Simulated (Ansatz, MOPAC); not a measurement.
Species: CH₄BO₂, net charge -1, singlet state. SMILES: CB([O-])O

Atoms: C1, B2, O3, O4, H5, H6, H7, H8. Bonds: C1-B2, C1-H5, C1-H6, C1-H7, B2-O3, B2-O4, O4-H8.

Bond lengths (Å) and angles (degrees) optimised at MNDO with MOPAC; HF/STO-3G with Ansatz (a program for electronic structure); B3LYP/LANL2DZ with Ansatz, each started from the B3LYP-D3(BJ)/def2-TZVP structure (Ansatz) of the last column. A row stands for all coordinates that are equal there; 11 of 14 kinds are shown. No wavenumbers were computed at MNDO, HF/STO-3G, B3LYP/LANL2DZ, so these may be saddle points.

```tsv
coordinate	MNDO	HF/STO-3G	B3LYP/LANL2DZ	B3LYP-D3(BJ)/def2-TZVP
C1-B2	1.593	1.649	1.619	1.627
C1-H5	1.113	1.088	1.103	1.098
C1-H6	1.112	1.087	1.099	1.093
B2-O3	1.271	1.242	1.316	1.292
B2-O4	1.429	1.460	1.482	1.455
O4-H8	0.944	0.991	0.980	0.965
C1-B2-O3	127.2	128.0	128.9	127.0
C1-B2-O4	112.9	107.2	108.7	109.8
O3-B2-O4	119.9	124.8	122.4	123.1
B2-C1-H5	112.2	112.5	110.4	111.5
B2-C1-H6	112.0	112.5	110.9	111.3
```

Mean signed difference of all 7 bond lengths from B3LYP-D3(BJ)/def2-TZVP: MNDO -0.008 Å, HF/STO-3G -0.003 Å, B3LYP/LANL2DZ 0.011 Å.
